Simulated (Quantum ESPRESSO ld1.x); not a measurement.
The mean radii <r> (bohr) of the occupied orbitals of an atom or ion are listed with their occupations. Method: Dirac Kohn-Sham, LDA (Slater exchange, Perdew-Zunger correlation), spin-unpolarised, spherical densities, point nucleus; computed with ld1.x of Quantum ESPRESSO 7.5.

| orbital | occ. | <r> |
|---|---|---|
| 1s1/2 | 2 | 0.1307 |
| 2s1/2 | 2 | 0.6092 |
| 2p1/2 | 2 | 0.5473 |

Name the element and its charge. Open shells, if any, fill j = l - 1/2 first.

Answer. Z = 12, magnesium, charge +6: Mg6+ in [He] 2s2 2p2. The 1s radius gives Z: for a bare nucleus <r> = (2 gamma + 1)/(2Z) with gamma = sqrt(1 - (Z/c)^2), 0.1247 bohr for Z = 12, and screening makes it slightly larger (0.1307 here). The occupations add up to 6, and the charge is Z minus that.
